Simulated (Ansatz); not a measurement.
`C=C[SiH2][SiH3]` and `C=C[SiH2]Cl` differ in one atom or group.

Ansatz, PBE0-D4/def2-TZVP geometries, multiplicity 1. Each molecule was computed in one conformer, which needn't be the lowest.

```tsv
property	`C=C[SiH2][SiH3]`
HOMO energy (PBE0/def2-TZVPP) / eV	-7.63
HOMO–LUMO gap (PBE/def2-TZVPP) / eV	4.95
LUMO energy (ωB97M-V/def2-TZVPP) / eV	1.37
LUMO energy (PBE/def2-TZVPP) / eV	-1.63
size of the dipole moment (ωB97M-V/def2-TZVPP) / D	0.83
LUMO energy (PBE0/def2-TZVPP) / eV	-0.66
```

(1) What does the change do to each property? (Estimate.)

## Answers

(1) Computed: 
```csv
property,`C=C[SiH2]Cl`,shift
HOMO energy (PBE0/def2-TZVPP) / eV,-8.38,-0.75
HOMO–LUMO gap (PBE/def2-TZVPP) / eV,5.30,0.35
LUMO energy (ωB97M-V/def2-TZVPP) / eV,1.16,-0.21
LUMO energy (PBE/def2-TZVPP) / eV,-1.93,-0.30
size of the dipole moment (ωB97M-V/def2-TZVPP) / D,1.94,1.11
LUMO energy (PBE0/def2-TZVPP) / eV,-0.93,-0.27
```

With PBE0 the HOMO falls by 0.75 eV and the LUMO falls by 0.27 eV, so the gap widens by about 0.48 eV. PBE moves the HOMO by -0.64 eV and ωB97M-V by -0.91 eV. The zero-point energy changes by -59.5 kJ/mol with -9 modes. Dipoles are sizes alone; their direction can turn.
